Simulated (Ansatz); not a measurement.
A ladder of methods for GeH2F− (SMILES [F][GeH2-])

GeH2F− has 4 atoms, charge -1, and is taken as a singlet. SMILES: `[F][GeH2-]`. Geometry: a GFN2-xTB relaxation, a rough one for these elements and not checked as a minimum.

```xyz
4

F     0.0837   -0.5857    1.6167
Ge    0.5517   -0.4337   -0.2626
H    -1.2546   -0.4900   -0.9925
H     0.6192    1.5094   -0.3615
```

Each level gives the energy change with the F1–Ge2 bond stretched from 1.943 to 3.885 Å (eV). The values are calculated.

```csv
level,kind,program,value (eV),less FCI/STO-3G,CPU time (all runs)
SVWN5/STO-3G (restricted),LDA,Ansatz,5.31,+1.61,2.7 s
PBE/STO-3G (restricted),GGA,Ansatz,4.98,+1.28,4.9 s
PBE0/STO-3G (restricted),global hybrid,Ansatz,5.79,+2.09,4.9 s
HSE06/STO-3G (restricted),range-separated hybrid,Ansatz,5.74,+2.04,5.3 s
wB97X/STO-3G (restricted),range-separated hybrid,Ansatz,6.55,+2.85,18 s
B2PLYP/STO-3G (restricted),double hybrid,Ansatz,4.49,+0.79,3.5 s
MP2/STO-3G (restricted),perturbation theory,Ansatz,5.06,+1.36,0.54 s
CCSD(T)/STO-3G (restricted),coupled cluster or CI,Ansatz,3.00,-0.70,0.71 s
FCI/STO-3G,exact in the basis,Ansatz,3.70,0.00,2.3 s
```

FCI/STO-3G is exact within its basis and frozen core, so for wave-function methods in that basis the difference is their error; functionals converge differently with the basis, so for them it is only a difference. All-electron rows without a relativistic Hamiltonian named are non-relativistic. Sets without diffuse functions describe the anion poorly. The first shape isn't each level's own minimum. The values span 3.00 to 6.55 eV. All rows use very small basis sets, so none should be taken for the real molecule's value. In the correlated wave-function rows the outer d shell of Ge is correlated, in sets not made for it. Times are those of the runs behind each value, whatever else they computed, on shared processors of several kinds: orders of magnitude only.
